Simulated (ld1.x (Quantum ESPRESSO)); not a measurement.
## Ranking TM semilocal potentials for N (Z = 7)

All share these settings but for the change named:

ld1.x (Quantum ESPRESSO) 7.5 input, shortened:

```
&input
   title='N', zed=7., rel=0, dft='PZ', iswitch=3,
   config='[He] 2s1 2p4'
 /
 &inputp
   pseudotype=1, tm=.true., lloc=1,
   nlcc=.true., new_core_ps=.true.
 /
2
2S  1  0   1.00   0.00  0.70  0.70  0.0
2P  2  1   4.00   0.00  2.20  2.20  0.0
 &test
   configts(1)='2s1 2p4'
 /
```

Test errors are all-electron minus pseudo excitation energies from the reference, over 2s2 2p3; 2s2 2p2; 2s2 2p1; 2s2 2p3.3; 2s2 2p2.5; 2s1 2p3; 2s2 2p0. None of these files shows a bound ghost.

The base gives 2883.4 meV.

Of 10 variants that were run, those that failed, showed a ghost or another fault, or gave nearly equal values are left out.

A variant can come out equal or close to the base, since the largest error may sit in a test that the change hardly touches while other tests move.

**Question.** Rank these variants by their largest absolute test error, smallest first.
A. scalar-relativistic
B. wave 2p (bound): rc 2.20 bohr becomes 2p (bound): rc 2.40 bohr
C. all radii but the core radius scaled by about 1.17 (s 0.82, p 2.58 bohr)
D. all radii but the core radius scaled by about 1.37 (s 0.96, p 3.02 bohr)

**Answer.** A (2883.2 meV), B (3937.9 meV), C (4887.7 meV), D (7261.4 meV).
